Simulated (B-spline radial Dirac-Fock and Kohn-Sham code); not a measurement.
The computed values come from a B-spline atomic structure program: relativistic Hartree-Fock (Dirac-Fock) wave functions, averaged over the configuration.

Q: This computed X-ray form factor belongs to an atom or ion in its tabulated ground configuration. Which?

```
sin θ/λ (Å⁻¹)     f₀
         0.14  3.979
         0.17  3.969
         0.21  3.953
         0.45  3.792
         0.97  3.179
         1.18  2.894
         1.42  2.581
         3.72  1.319
          4.5  1.164
```

A: Fe²²⁺, with 4 electrons in [He] 2s2. f₀ tends to the number of electrons as s goes to zero, which the first rows give only roughly, and the rate of fall reflects the nuclear charge, 26.

Q: This computed X-ray form factor belongs to an atom or ion in its tabulated ground configuration. Which?

| sin θ/λ (Å⁻¹) | f₀ |
| --- | --- |
| 0.05 | 44.934 |
| 0.1 | 44.738 |
| 0.5 | 39.125 |
| 0.8 | 32.292 |
| 1.2 | 23.925 |
| 2 | 15.355 |
| 3.5 | 8.206 |
| 4 | 6.703 |
| 6 | 4.298 |

A: Hg³⁵⁺, with 45 electrons in [Kr] 4d9. f₀ tends to the number of electrons as s goes to zero, which the first rows give only roughly, and the rate of fall reflects the nuclear charge, 80.

Q: This computed X-ray form factor belongs to an atom or ion in its tabulated ground configuration. Which?

| sin θ/λ (Å⁻¹) | f₀ |
| --- | --- |
| 0.35 | 17.172 |
| 0.4 | 16.670 |
| 0.7 | 13.172 |
| 1.6 | 6.519 |
| 2 | 5.501 |
| 3 | 3.533 |
| 3.5 | 2.738 |
| 5 | 1.505 |
| 6 | 1.219 |

A: Sr¹⁹⁺, with 19 electrons in [Ar] 3d1. f₀ tends to the number of electrons as s goes to zero, which the first rows give only roughly, and the rate of fall reflects the nuclear charge, 38.
